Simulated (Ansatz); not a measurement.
Input file for B2Br2F4, SMILES `F[B-]1(F)[Br+][B-](F)(F)[Br+]1`:

```yaml
crystal:
  periodic: [false, false, false]
  atoms:
    - {symbol: F, position_ang: [1.889565, -1.390173, 0.523179]}
    - {symbol: B, position_ang: [0.602847, -1.129559, 0.681278]}
    - {symbol: F, position_ang: [-0.134773, -1.900692, 1.462192]}
    - {symbol: Br, position_ang: [-0.339205, -0.929943, -1.241034]}
    - {symbol: B, position_ang: [-0.602876, 1.129640, -0.681135]}
    - {symbol: F, position_ang: [-1.889942, 1.387500, -0.521312]}
    - {symbol: F, position_ang: [0.132092, 1.902378, -1.462971]}
    - {symbol: Br, position_ang: [0.342292, 0.930848, 1.239802]}
basis:
  gaussian: {orbitals: def2-SVP}
correlation: {method: ccsd_t}
```

```sh
$ ansatz run in.yaml --threads 4 --pin off --events-out ev --progress --plain --max-ram 11315MiB
```

The program prints (abridged):

```
Functional definition: HF
1398 factors; integrals over basis functions are off by at most 7.3e-4 eV
mean field evaluation 1: about -152141.2490 eV, gradient 4.7e1 eV
mean field evaluation 2: about -152141.3313 eV, gradient 4.7e1 eV
mean field evaluation 4: about -152145.5728 eV, gradient 2.6e0 eV
mean field evaluation 8: about -152145.6058 eV, gradient 1.2e-1 eV
mean field evaluation 16: about -152145.4841 eV, gradient 4.2e-1 eV
mean field -152145.60591235 eV, -5591.2478892832 hartree, gradient 9.4e-6 eV, S^2 0.000000; 0 other end points of the search recorded, 0 dependent functions left out
24 core orbitals not correlated: weight in the atoms' cores, before any rotation towards them, 1.000 or more for the frozen orbitals, at most 0.000 for the correlated occupied ones
reference -152145.60591235 eV, -5591.2478892832 hartree; 34, 34 occupied and 90, 90 virtual orbitals, 1398 factors
second order -37.49306371 eV of doubles, -0.00000000 eV of singles
cycle   1  -36.84587419 eV  change    6.5e-1 eV  update   1.3e-1
cycle   2  -37.55800948 eV  change   -7.1e-1 eV  update   3.5e-2
cycle   3  -37.71017671 eV  change   -1.5e-1 eV  update   1.7e-2
cycle   4  -37.69339065 eV  change    1.7e-2 eV  update   3.3e-3
cycle   5  -37.68980795 eV  change    3.6e-3 eV  update   1.4e-3
cycle   6  -37.69091179 eV  change   -1.1e-3 eV  update   4.1e-4
cycle   7  -37.69078722 eV  change    1.2e-4 eV  update   1.3e-4
cycle   8  -37.69066783 eV  change    1.2e-4 eV  update   3.8e-5
cycle   9  -37.69066405 eV  change    3.8e-6 eV  update   1.3e-5
perturbative correction -0.82716154 eV, -0.0303976260 hartree
Total energy: -152184.12373794 eV, -5592.6633932653 hartree
```

Hardware: 4 threads of an Arm Neoverse V2 on a shared host. Wall time 57 s, peak host memory 1.4 GiB.

Correlation energy per correlated electron: -0.566 eV. T1 diagnostic: 0.0105.
